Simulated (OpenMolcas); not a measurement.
**Ti, Zr, Hf: d2 s2 down the group**

```
Program             : OpenMolcas 26.06
Method              : SS-CASPT2, IPEA 0.25 Eh, imaginary shift 0.1 Eh
Basis               : ANO-R2
Scalar Hamiltonian  : X2C, finite nucleus
Spin-orbit coupling : RASSI with atomic mean-field integrals over the reference wave functions, term energies averaged over their components
```

Active space for each ion: 4 electrons in 6 orbitals (d s); closed shells correlated by CASPT2: Ti 3s 3p; Zr 4s 4p; Hf 5s 5p.

Computed levels in cm-1 above 3F2:

| Level | Ti | Zr | Hf |
| --- | --- | --- | --- |
| 3F3 | 142 | 452 | 2270 |
| 3F4 | 326 | 982 | 4320 |
| 1D2 | 6050 | 3520 | 4630 |
| weight of 3F in the lowest level (%) | 100 | 99 | 89 |

Mixed levels, with the weight of the term that names them: Zr 1D2 (59 %), Hf 1D2 (51 %).

Measured, with the error of the calculation in %. Measured levels: Ti, Zr, Hf from NIST Handbook of Basic Atomic Spectroscopic Data.

| Level | Ti | Zr | Hf |
| --- | --- | --- | --- |
| 3F3 | 170 (-16.5) | 570 (-20.7) | 2357 (-3.7) |
| 3F4 | 387 (-15.7) | 1241 (-20.8) | 4568 (-5.5) |
| 1D2 | 7255 (-16.5) | 5102 (-31.0) |  |

The fine-structure level 3F4 changes by a factor of 13.3 from Ti to Hf.

Without spin-orbit coupling 1D lies 5890, 2580, 2620 cm-1 above 3F in that order; the difference to the level 1D2, of either sign, comes from spin-orbit coupling, which also lowers the zero.

Term energies are means over components that CASPT2 splits; among the terms shown or strongly mixed into the levels shown the widest spread is 2700 cm-1 (3d2 4s2 3F, Ti). Over all roots computed the reference weight is 0.80 to 0.92 in Ti, 0.86 to 0.91 in Zr, 0.86 to 0.93 in Hf; the roots of lowest weight are the least certain, and an intruder state may touch them. Terms from blocks run as CI alone lack orbitals of their own. Configurations are named by rounded mean occupations; where the s occupation lies near a half they are strongly mixed, a name can repeat and a true partner stay unpaired (holds for Ti; Zr). Some terms miss by over 15 % even with CASPT2, which points to a basis or an active space too small for the shells correlated (holds for Ti; Zr). Measured partners are found by configuration, term and J. A level has none where our copy of the source lacks it or the pairing is in doubt (some pairs that miss far off the trend of their configuration count as doubtful), and it then counts in no deviation. Levels of configurations outside the active space are missing.
